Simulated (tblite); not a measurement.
Compound: C₅H₈BrN₃.
Bonds: C1–C2, C2–C3, C3–N4, N4–C5 (aromatic), C5–N6 (aromatic), N6–N7 (aromatic), N7–C8 (aromatic), C8–Br9, N4–C8 (aromatic). Hydrogens: H10, H11, H12 on C1; H13, H14 on C2; H15, H16 on C3; H17 on C5.

Computed with GFN2-xTB (tblite), gas phase: L-BFGS steps from a force-field or distance-geometry start until the largest atomic force falls under 0.01 eV/Å.

Step 22: E = -752.1407 eV
```
atom  x, y, z in Å  |  force x, y, z in eV/Å
C1      1.2479    1.4603    0.4905    0.000   0.041   0.040
C2      1.2041    0.5900   -0.7570    0.011  -0.014   0.015
C3     -0.2100    0.1104   -1.0988   -0.047   0.000  -0.001
N4     -0.7724   -0.7492   -0.0884   -0.013   0.029   0.013
C5     -0.6202   -2.0921    0.0806    0.029   0.037  -0.047
N6     -1.2780   -2.5098    1.1204    0.025   0.049  -0.029
N7     -1.8884   -1.4560    1.6752   -0.006   0.016   0.019
C8     -1.5870   -0.4158    0.9575   -0.027   0.003   0.009
Br9    -2.2116    1.3112    1.2564   -0.015  -0.062   0.002
H10     0.9591    0.8988    1.3764   -0.001  -0.016  -0.005
H11     0.5796    2.3109    0.3879   -0.007   0.036   0.003
H12     2.2557    1.8346    0.6473    0.018  -0.008   0.007
H13     1.8617   -0.2694   -0.6201    0.004  -0.075  -0.033
H14     1.5686    1.1633   -1.6109    0.002  -0.024  -0.009
H15    -0.8730    0.9738   -1.2036    0.005   0.024  -0.030
H16    -0.1955   -0.4387   -2.0450   -0.016  -0.023   0.034
H17    -0.0476   -2.7104   -0.5781    0.036  -0.012   0.012
```

Step 23: E = -752.1416 eV
```
atom  x, y, z in Å  |  force x, y, z in eV/Å
C1      1.2479    1.4588    0.4892    0.004   0.039   0.054
C2      1.2024    0.5862   -0.7571    0.039   0.008   0.036
C3     -0.2127    0.1121   -1.0983   -0.027   0.025  -0.013
N4     -0.7735   -0.7476   -0.0886   -0.025   0.025  -0.007
C5     -0.6157   -2.0891    0.0817    0.029   0.030  -0.040
N6     -1.2709   -2.5077    1.1227    0.018   0.031  -0.025
N7     -1.8860   -1.4558    1.6760   -0.004   0.003   0.021
C8     -1.5896   -0.4158    0.9563   -0.019   0.000   0.008
Br9    -2.2200    1.3084    1.2512   -0.021  -0.039   0.008
H10     0.9584    0.8976    1.3753   -0.001  -0.012  -0.005
H11     0.5798    2.3105    0.3879    0.012   0.021  -0.005
H12     2.2572    1.8302    0.6461   -0.001  -0.005   0.002
H13     1.8572   -0.2745   -0.6168    0.006  -0.091  -0.028
H14     1.5730    1.1554   -1.6105   -0.006  -0.009  -0.026
H15    -0.8715    0.9778   -1.1993   -0.022   0.053  -0.025
H16    -0.2018   -0.4294   -2.0481   -0.017  -0.061   0.025
H17    -0.0411   -2.7049   -0.5778    0.035  -0.016   0.020
```

Problem. Estimate the geometry and energy of step 24. (The exact step hangs on the optimiser's Hessian estimate; all steps are aligned on step 23, rigid shifts and turns removed.)

Solution. E = -752.1427 eV, largest force 0.095 eV/Å
```
atom  x, y, z in Å  |  force x, y, z in eV/Å
C1      1.2478    1.4576    0.4885    0.010   0.017   0.045
C2      1.2012    0.5819   -0.7566    0.053   0.023   0.042
C3     -0.2160    0.1144   -1.0979    0.006   0.054  -0.021
N4     -0.7752   -0.7450   -0.0887   -0.034   0.018  -0.029
C5     -0.6101   -2.0851    0.0823    0.020   0.020  -0.020
N6     -1.2626   -2.5048    1.1248    0.013   0.000  -0.017
N7     -1.8835   -1.4556    1.6771    0.006  -0.017   0.010
C8     -1.5931   -0.4158    0.9552   -0.005  -0.004   0.002
Br9    -2.2301    1.3046    1.2460   -0.033  -0.001   0.017
H10     0.9576    0.8960    1.3742   -0.002  -0.004   0.000
H11     0.5803    2.3107    0.3881    0.035   0.002  -0.011
H12     2.2591    1.8251    0.6449   -0.019   0.003   0.003
H13     1.8520   -0.2817   -0.6137   -0.006  -0.083  -0.020
H14     1.5778    1.1461   -1.6104   -0.013   0.002  -0.030
H15    -0.8701    0.9830   -1.1955   -0.043   0.074  -0.018
H16    -0.2090   -0.4205   -2.0508   -0.018  -0.091   0.019
H17    -0.0331   -2.6987   -0.5773    0.030  -0.012   0.029
```

The energy changes by -0.0011 eV. The first-order estimate −F·Δx gives -0.0014 eV and the mean of the old and new forces, exact on a quadratic surface, -0.0011 eV. The step makes an angle of 76° with the force vector and moves no atom by more than 0.012 Å.
